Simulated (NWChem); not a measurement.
System meant: SiH4Se; SMILES [SiH3][SeH]

Here is an NWChem input.

```
start job
memory heap 200 mb stack 900 mb global 1100 mb
geometry units angstroms noautosym nocenter noautoz
  Si     0.000178     1.468116     0.001336
  Se     0.061788    -0.816706     0.004561
  H     -0.699700     2.004361     1.206254
  H      1.431215     1.886259     0.019522
  H     -0.667778     2.003063    -1.222168
  H     -1.404980    -0.941722    -0.007237
end
basis spherical
  Si library def2-svp
  Se library def2-svp
  H library def2-svp
end
dft
  xc m06-2x
  iterations 150
end
property
  shielding 5 1 2 3 4 6
end
task dft property
```

End of the output:

```
 Vector   29  Occ=0.000000D+00  E= 7.998050D-02
              MO Center= -2.4D-02,  1.3D+00,  4.7D-04, r^2= 4.1D+00
   Bfn.  Coefficient  Atom+Function         Bfn.  Coefficient  Atom+Function
  ----- ------------  ---------------      ----- ------------  ---------------
    11      1.529625  1 Si px                57     -1.260844  4 H  s
    52      0.608819  3 H  s                 62      0.602104  5 H  s
    33     -0.376448  2 Se px                12     -0.332372  1 Si py
    34     -0.245250  2 Se py                 3      0.226924  1 Si s
    67     -0.173806  6 H  s                  8      0.168181  1 Si px

 center of mass
 --------------
 x =   0.06012705 y =  -0.31327128 z =   0.00670643

 moments of inertia (a.u.)
 ------------------
         447.939761974593           7.489555451184          -0.071529997856
           7.489555451184          29.133417452840           0.572812487428
          -0.071529997856           0.572812487428         455.842854292372

     Multipole analysis of the density
     ---------------------------------

     L   x y z        total         alpha         beta         nuclear
     -   - - -        -----         -----         ----         -------
     0   0 0 0     -0.000000    -26.000000    -26.000000     52.000000

     1   1 0 0     -0.300555     -0.870302     -0.870302      1.440049
     1   0 1 0      0.333966      2.304659      2.304659     -4.275352
     1   0 0 1     -0.002773     -0.162154     -0.162154      0.321535

     2   2 0 0    -24.237986    -21.203168    -21.203168     18.168350
     2   1 1 0      0.922257      1.227802      1.227802     -1.533347
     2   1 0 1      0.020681     -0.025038     -0.025038      0.070757
     2   0 2 0    -25.165385   -129.227825   -129.227825    233.290266
     2   0 1 1      0.008192      0.157406      0.157406     -0.306620
     2   0 0 2    -27.106435    -18.820375    -18.820375     10.534315

          -----------------------------------------
          Chemical Shielding Tensors (GIAO, in ppm)
          -----------------------------------------

 ------------------------------------------------------------------------
  xm06: d2 not coded                    0
 ------------------------------------------------------------------------
 ------------------------------------------------------------------------
  current input line :
    23: task dft property
 ------------------------------------------------------------------------
 ------------------------------------------------------------------------
 This error has not yet been assigned to a category
 ------------------------------------------------------------------------
 For more information see the NWChem manual at https://nwchemgit.github.io

0: xm06: d2 not coded:Received an Error in Communication
```

Task: Can this run be used? If not, why, and what is the fix?

Result: The program stopped with an error. Cause: this functional's second derivatives, which shieldings need, aren't coded here; the fix takes a hybrid GGA instead. This input runs:
```
start job
memory heap 200 mb stack 900 mb global 1100 mb
geometry units angstroms noautosym nocenter noautoz
  Si     0.000178     1.468116     0.001336
  Se     0.061788    -0.816706     0.004561
  H     -0.699700     2.004361     1.206254
  H      1.431215     1.886259     0.019522
  H     -0.667778     2.003063    -1.222168
  H     -1.404980    -0.941722    -0.007237
end
basis spherical
  * library def2-svp
end
dft
  xc pbe0
  iterations 150
end
property
  shielding 5 1 2 3 4 6
end
task dft property
```
It converges to -2692.66573 Ha (PBE0/def2-SVP, GIAO).
